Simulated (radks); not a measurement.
Question: The mean radii <r> (bohr) of the occupied orbitals of an atom or ion are listed with their occupations. Calculated with a radial shooting solver on a logarithmic mesh with Libxc functionals: scalar-relativistic Kohn-Sham, LDA (Slater exchange, Perdew-Wang correlation), spin-unpolarised, spherical densities, finite nucleus; Fermi nuclear charge, rms radius of each element as measured or else 0.836 A^(1/3) + 0.57 fm.

orbital  occ.      <r>
1s          2  0.08593
2s          2   0.4135
2p          6   0.3744
3s          2    1.219
3p          1    1.279

Name the element and its charge.

Answer: Z = 18, argon, charge +5: Ar5+ in [Ne] 3s2 3p1. The 1s radius gives Z: for a bare nucleus <r> = (2 gamma + 1)/(2Z) with gamma = sqrt(1 - (Z/c)^2), 0.08285 bohr for Z = 18, and screening makes it slightly larger (0.08593 here). The occupations add up to 13, and the charge is Z minus that.
